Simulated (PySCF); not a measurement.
FSr (SMILES [F][Sr]), doublet, geometry from GFN2-xTB (such geometries of metal compounds can be far from the true shape) (the spin is typed, not shown lowest) (core potentials on Sr).

PySCF was given this input:
```python
from pyscf import gto, scf, dft
import numpy

mol = gto.Mole()
mol.atom = '''
    Sr   -0.00000000   -0.00000000   -0.37145718
    F     0.00000000    0.00000000    1.56837475
'''
mol.basis = 'def2-tzvpd'
mol.ecp = {'Sr': 'def2-tzvpd'}
mol.spin = 1
mol.verbose = 4
mol.build()
print('smallest overlap eigenvalue', numpy.linalg.eigvalsh(mol.intor('int1e_ovlp'))[0])

mf = dft.UKS(mol)
mf.xc = 'tpss'
mf = mf.density_fit(auxbasis='def2-universal-jkfit')
mf.kernel()
```

Problem. Predict the nuclear repulsion energy from PySCF with DF-TPSS/def2-TZVPD.

Solution. 24.5516 Eh

Problem. Predict the dipole moment from DF-TPSS/def2-TZVPD.

Solution. 2.34 D

Problem. What number of basis functions does DF-TPSS/def2-TZVPD give?

Solution. 73

Problem. Predict the total energy from DF-TPSS/def2-TZVPD.

Solution. -261.304933 Ry

These values belong to the state on which the SCF converged, which isn't shown to be the lowest.
